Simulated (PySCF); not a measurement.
# Optical rotation: SMILES C=C[SiH2][C@H]1SC[C@@H]1F, C5H9FSSi

Molfile (atoms numbered from 1):
```
C5H9FSSi
     RDKit          3D

 17 17  0  0  0  0  0  0  0  0999 V2000
    2.8786   -0.1739    0.3580 C   0  0  0  0  0  0  0  0  0  0  0  0
    2.4167   -0.1336   -0.8838 C   0  0  0  0  0  0  0  0  0  0  0  0
    0.6089    0.0323   -1.3663 Si  0  0  0  0  0  4  0  0  0  0  0  0
   -0.4878   -0.3439    0.1459 C   0  0  1  0  0  0  0  0  0  0  0  0
   -0.4081    0.8725    1.5342 S   0  0  0  0  0  0  0  0  0  0  0  0
   -2.2040    0.5947    1.3359 C   0  0  0  0  0  0  0  0  0  0  0  0
   -1.9863   -0.1018   -0.0006 C   0  0  2  0  0  0  0  0  0  0  0  0
   -2.7198   -1.2547   -0.1504 F   0  0  0  0  0  0  0  0  0  0  0  0
    3.9312   -0.2601    0.5810 H   0  0  0  0  0  0  0  0  0  0  0  0
    2.2216   -0.1161    1.2114 H   0  0  0  0  0  0  0  0  0  0  0  0
    3.1267   -0.1844   -1.7008 H   0  0  0  0  0  0  0  0  0  0  0  0
    0.2936    1.3981   -1.8017 H   0  0  0  0  0  0  0  0  0  0  0  0
    0.2370   -0.9403   -2.4002 H   0  0  0  0  0  0  0  0  0  0  0  0
   -0.3101   -1.3354    0.5644 H   0  0  0  0  0  0  0  0  0  0  0  0
   -2.5756   -0.0831    2.1031 H   0  0  0  0  0  0  0  0  0  0  0  0
   -2.7911    1.5092    1.3170 H   0  0  0  0  0  0  0  0  0  0  0  0
   -2.2386    0.5324   -0.8572 H   0  0  0  0  0  0  0  0  0  0  0  0
  1  2  2  0
  2  3  1  0
  3  4  1  0
  4  5  1  0
  5  6  1  0
  6  7  1  0
  7  8  1  0
  7  4  1  0
  1  9  1  0
  1 10  1  0
  2 11  1  0
  3 12  1  0
  3 13  1  0
  4 14  1  1
  6 15  1  0
  6 16  1  0
  7 17  1  6
M  END
```

The calculation used TDDFT B3LYP/def2-SVPD circular dichroism and optical rotation, one conformer, gas phase in PySCF. Geometry: GFN2-xTB.

The molecule is flexible and this is one conformer; a measurement averages over conformers. States above about 6.4 eV (minus the energy of the highest occupied orbital) lie near or above the ionisation threshold and depend on the basis.

Stereocentres: C4 S, C7 S.

(1) Give the optical rotatory dispersion at 633, 589.3, 546, 436, 405, 365, 355 nm.

(2) And for the mirror image at 589.3 nm?

(3) What is the molar rotation [Φ] = [α]·M/100 of the geometry above at 589.3 nm?

Answers

(1) [α] in deg dm⁻¹ (g/mL)⁻¹:
| λ (nm) | origin-invariant length gauge | modified velocity gauge | length gauge (centre of mass) | isotropic polarisability (au) |
| --- | --- | --- | --- | --- |
| 633 | +371.1 | +382.4 | +370.7 | 107.0 |
| 589.3 | +436.6 | +450.0 | +436.1 | 107.5 |
| 546 | +521.1 | +537.3 | +520.6 | 108.1 |
| 436 | +904.3 | +933.0 | +903.4 | 110.6 |
| 405 | +1097.1 | +1132.4 | +1096.0 | 111.8 |
| 365 | +1460.5 | +1509.0 | +1459.2 | 113.9 |
| 355 | +1581.0 | +1634.1 | +1579.6 | 114.5 |

(2) -436.6 deg dm⁻¹ (g/mL)⁻¹ (origin-invariant length gauge): the same size and the opposite sign.

(3) With M = 148.27 g/mol, +647.3 deg cm² dmol⁻¹ (origin-invariant length gauge).

The first excitation lies at 4.55 eV (273 nm) with R = -2.4 × 10⁻⁴⁰ esu² cm² (velocity form).
